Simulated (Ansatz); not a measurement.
Cu₃F₄. Charge 0, multiplicity 2. Geometry r2SCAN-D4/def2-SVP; atoms count from 1.

```csv
atom,x (Å),y (Å),z (Å)
Cu1,0.635,0.233,1.398
Cu2,-1.287,0.415,-0.166
Cu3,0.785,-0.599,-0.939
F4,2.140,-0.242,0.401
F5,-0.186,1.014,-1.598
F6,-1.159,0.603,1.759
F7,-0.928,-1.423,-0.854
```

The structure comes from a short search, and lower isomers may exist.

Problem. Estimate the Mulliken populations from the PBE0/def2-TZVP orbitals of Ansatz.

Solution. 
| atom | charge (e) | spin (α − β) | d electrons |
| --- | --- | --- | --- |
| Cu1 | 0.54 | 0.00 | 9.81 |
| Cu2 | 0.68 | 0.37 | 9.65 |
| Cu3 | 0.68 | 0.37 | 9.65 |
| F4 | -0.51 | 0.01 | – |
| F5 | -0.44 | 0.11 | – |
| F6 | -0.51 | 0.01 | – |
| F7 | -0.44 | 0.11 | – |
Mulliken values depend strongly on the basis.

Problem. Where does the spin sit?

Solution. Summed by element: Cu 0.75, F 0.25, of 1 unpaired in all. Largest on single atoms: Cu2 0.37, Cu3 0.37, F7 0.11.

Problem. And the Mayer bond orders between heavy atoms (over 0.3)?

Solution. Cu1–F4 0.44 (1.87 Å); Cu1–F6 0.44 (1.87 Å); Cu2–Cu3 0.37 (2.43 Å); Cu2–F5 0.50 (1.90 Å); Cu2–F6 0.41 (1.94 Å); Cu2–F7 0.39 (2.00 Å); Cu3–F4 0.41 (1.94 Å); Cu3–F5 0.39 (2.00 Å); Cu3–F7 0.50 (1.90 Å).
